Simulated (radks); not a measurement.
Question: The germanium ion Ge4+, configuration [Ar] 3d10 (the NIST ground configuration). All-electron calculation, Dirac Kohn-Sham, PBE, spin-unpolarised, spherical densities, finite nucleus; Fermi nuclear charge, rms radius 4.0742 fm. Program: a radial shooting solver on a logarithmic mesh with Libxc functionals. Some entries of the table are withheld. Estimate them.

orbital,occ.,eigenvalue (hartree),<r^2> (bohr^2),<r> (bohr)
1s1/2,2,-404.5377,0.002973,0.04700
2s1/2,2,-52.20074,0.05197,0.2098
2p1/2,2,-46.63479,(1),0.1812
2p3/2,4,-45.46296,(2),0.1848
3s1/2,2,(3),0.4485,0.6236
3p1/2,2,(4),0.4795,0.6385
3p3/2,4,(5),0.4952,0.6490
3d3/2,4,(6),0.6427,0.7143
3d5/2,6,(7),0.6507,0.7188

Answer: 
(1) 2p1/2 <r^2> (bohr^2): 0.04033
(2) 2p3/2 <r^2> (bohr^2): 0.04182
(3) 3s1/2 eigenvalue (hartree): -7.99621
(4) 3p1/2 eigenvalue (hartree): -6.15883
(5) 3p3/2 eigenvalue (hartree): -6.00140
(6) 3d3/2 eigenvalue (hartree): -2.88055
(7) 3d5/2 eigenvalue (hartree): -2.85856
